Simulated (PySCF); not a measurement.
C2H6ClIn, SMILES [CH3][In]([CH3])[Cl].

The structure is a stationary point at B3LYP-D3(BJ)/def2-SVP. The structure was generated by enumeration; whether it is a known compound was not checked. The def2 effective core potentials stand for the cores of In; spin–orbit coupling is left out.

Computed with PySCF with B3LYP-D3(BJ)/def2-SVP.

Frequencies are harmonic and unscaled.

```csv
mode,ν (cm⁻¹),IR (km/mol),Raman (Å⁴/amu),depolarisation,moving atoms (share of kinetic energy)
1,25,0.0,0.0,–,H 99 %
2,32,0.3,0.0,–,H 98 %
3,112,3.0,3.1,0.74,"C 57 %, H 29 %, In 12 %"
4,113,6.5,5.0,0.75,"Cl 36 %, C 34 %, H 16 %, In 14 %"
5,119,2.7,0.0,–,"C 41 %, In 28 %, H 24 %"
6,337,45.3,10.3,0.17,"Cl 78 %, In 21 %"
7,468,8.4,66.9,0.18,"C 79 %, H 18 %"
8,517,32.9,5.8,0.75,"C 64 %, In 19 %, H 17 %"
9,653,0.0,1.0,0.70,"H 88 %, C 12 %"
10,707,13.0,0.7,0.75,"H 85 %, C 15 %"
11,730,47.6,0.1,0.71,"H 82 %, C 16 %"
12,750,79.7,1.7,0.75,"H 82 %, C 17 %"
13,1180,1.4,2.1,0.75,"H 82 %, C 18 %"
14,1183,0.0,33.0,0.18,"H 84 %, C 16 %"
15,1429,1.1,9.8,0.75,H 95 %
16,1430,0.0,5.3,0.75,H 95 %
17,1433,3.6,11.9,0.75,H 95 %
18,1433,1.2,8.2,0.74,H 95 %
19,3043,12.0,3.6,0.07,H 98 %
20,3044,1.8,296.6,0.00,H 98 %
21,3149,1.7,151.0,0.75,"H 91 %, C 9 %"
22,3150,2.9,55.5,0.75,"H 91 %, C 9 %"
23,3160,3.8,106.3,0.75,"H 90 %, C 10 %"
24,3161,3.9,111.2,0.75,"H 90 %, C 10 %"
```
